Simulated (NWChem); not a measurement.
BeBrF; SMILES [F][Be][Br]

```xyz
3

Be     0.0000     0.0000     1.1564
F      0.0000     0.0000     2.5422
Br     0.0000     0.0000    -0.7945
```
Atoms are numbered in this order, from 1.

Level: PBE0/def2-SVP (NWChem), optimised geometry, unscaled harmonic frequencies. This build's default masses of Se (78.918 u) and Br (79.917 u) are each other's, which moves their modes by up to 0.6 %.

```
frequency (cm⁻¹)  IR intensity (km/mol)
----------------  ---------------------
274                                72.2
274                                72.2
418                                 4.6
1414                              330.6
```

```yaml
zero_point_energy: 3.4 kcal/mol
thermal correction to the enthalpy at 298.15 K (with zero-point energy): 6.2 kcal/mol
heat capacity Cv: 9.9 cal/(mol K)
entropy at 298.15 K and 1 atm (symmetry number 1): 61.3 cal/(mol K)
dipole_moment: 0.44 D
```

Rigid rotor and harmonic oscillator.
